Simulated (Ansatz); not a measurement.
Calculated with Ansatz (gas phase, PBE0-D4/def2-TZVP geometries, no zero-point term in ΔE). CBS: MP2 limit from def2 TZ/QZ plus the TZ coupled-cluster correction, frozen cores. Functionals use def2-TZVPP. def2 core potentials past Kr. For Br, Y outer-core shells are correlated without core-valence functions, which leaves a few kJ/mol of doubt a bond. Scalar relativity is left out up to krypton. One conformer a species, not always the lowest.

`[NH2][Y]([OH])[OH]` + `ClB(Cl)Br` → `[OH][Y]([OH])[Cl]` + `NB(Cl)Br`  (redistribution)

Question: Is it downhill or uphill in electronic energy at CCSD(T)/CBS, and by how much? (Estimate.)

Answer: The calculation gave: Downhill: ΔE = -193.7 kJ/mol.

Question: What do these levels give: PBE-D4, r2SCANh-D4, CAM-B3LYP-D4, BLYP, r2SCANh, CCSD/CBS(def2)? (An estimate is asked.)

Answer: Ansatz gave: PBE-D4 -181.8, r2SCANh-D4 -198.1, CAM-B3LYP-D4 -201.9, BLYP -184.9, r2SCANh -198.2, CCSD/CBS(def2) -199.0 kJ/mol.

Largest T1 diagnostic among the species: 0.014.

From r2SCAN to r2SCAN0 (25 % exact exchange), in def2-TZVPP and without D4, ΔE moves by −8.4 kJ/mol. Leaving LDA and LC-ωPBE aside and taking each functional with its dispersion term where it has one, the values, not all of them listed here, spread over 29.7 kJ/mol, from BHLYP-D4 to revPBE-D4. LDA lies −5.9 kJ/mol from PBE without D4. In def2-TZVPP, CCSD(T) changes the Hartree–Fock value by +36.7 kJ/mol (the triples alone add +5.3 kJ/mol) and MP2 by +39.5 kJ/mol.
